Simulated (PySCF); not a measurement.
Gas-phase reaction: 2 InCH₃ + 4 H → 2 InH₃ + C₂H₄

Energies from PySCF (xtb for GFN2), thermal terms from the rigid-rotor harmonic-oscillator model, ideal gas at 1 bar. † marks an energy on the PBE0/def2-TZVP geometry and frequencies; other levels use their own. CCSD(T) freezes the core. Open shells (unrestricted): H (multiplicity 2); the rest are closed-shell singlets. GFN2 has no spin-polarisation term. In: scalar-relativistic def2 core potential, no spin-orbit coupling. InCH₃, InH₃: computed as isolated molecules; such fragments, hydroxides, amides, oligomers or adducts are transient or little studied in the gas. CCSD(T) isn't extrapolated to the basis-set limit.

```
level                ΔH°(298 K), kJ
-------------------  --------------
CCSD(T)/def2-SVP†               ___
CCSD(T)/def2-TZVPP†             ___
GFN2-xTB                       -869
PBE0/def2-TZVP                 -702
r2SCAN/def2-TZVP†              -731
ωB97M-V/def2-TZVP†              ___
```

### Question
Fill in the missing entries.

### Answer

- CCSD(T)/def2-SVP†, ΔH°(298 K), kJ: -715
- CCSD(T)/def2-TZVPP†, ΔH°(298 K), kJ: -734
- ωB97M-V/def2-TZVP†, ΔH°(298 K), kJ: -755
